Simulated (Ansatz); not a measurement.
`B[S][ZnH]` + `C[SiH2]N` → `C[SiH2][NH][ZnH]` + `BS` at 298.15 K and 1 bar (ligand exchange at a Zn–S bond).

Computed with Ansatz on PBE0-D4/def2-TZVP structures; ΔE is electronic, products minus reactants. CCSD(T)/CBS is the MP2 limit (def2-TZVPP, def2-QZVPP) plus CCSD(T) − MP2 in def2-TZVPP, frozen cores. This one scheme is used for every species. For Zn outer-core shells are correlated without core-valence functions, which leaves a few kJ/mol of doubt a bond. Scalar relativity is left out up to krypton. One conformer a species, not always the lowest.

| species | CCSD(T)/CBS energy (Eh) | H − E (kJ/mol) | S (J/(mol·K)) |
| --- | --- | --- | --- |
| `B[S][ZnH]` | -2202.78318 | 91.3 | 306.3 |
| `C[SiH2]N` | -386.08232 | 225.7 | 304.4 |
| `C[SiH2][NH][ZnH]` | -2164.46335 | 220.6 | 357.3 |
| `BS` | -424.38198 | 90.6 | 245.0 |

H − E and S are ideal-gas, rigid-rotor, harmonic terms from PBE0-D4/def2-TZVP, for one conformer and one mirror image of each species. 1 Eh = 2625.50 kJ/mol, R = 8.31446 J/(mol·K).

Q: By hand: ΔE, ΔH, ΔS and ΔG.

A: ΔE = (-2164.46335) + (-424.38198) − (-2202.78318) − (-386.08232) = 0.02017 Eh = 53.0 kJ/mol. Δ(H − E) = 220.6 + 90.6 − 91.3 − 225.7 = -5.8, so ΔH = 47.2 kJ/mol. ΔS = 357.3 + 245.0 − 306.3 − 304.4 = -8.4 J/(mol·K). ΔG = 47.2 − 298.15 × (-8.4)/1000 = 49.7 kJ/mol.

Q: By hand: the equilibrium constant, and the temperature at which ΔG would vanish if ΔH and ΔS stayed fixed.

A: log₁₀ K = −ΔG/(RT ln 10) = -8.7. ΔH and −TΔS have one sign here, so there is no such temperature.

The number of gas molecules stays the same, so ΔS is small and ΔH decides. A doubt of 5 kJ/mol in ΔE shifts log₁₀ K by 0.9 here. Other conformers and mirror images would add mixing entropy, several J/(mol·K) or more a flexible species. Modes under 60 cm⁻¹, often nearly free rotors, make the harmonic entropy too high. These are equilibria of isolated gas molecules and say nothing of rates. Largest T1 diagnostic: 0.017 (customary marks: 0.02 for closed shells, 0.045 for open ones).

ΔS is within the doubt of such terms, so its sign, and with it that verdict, could turn.
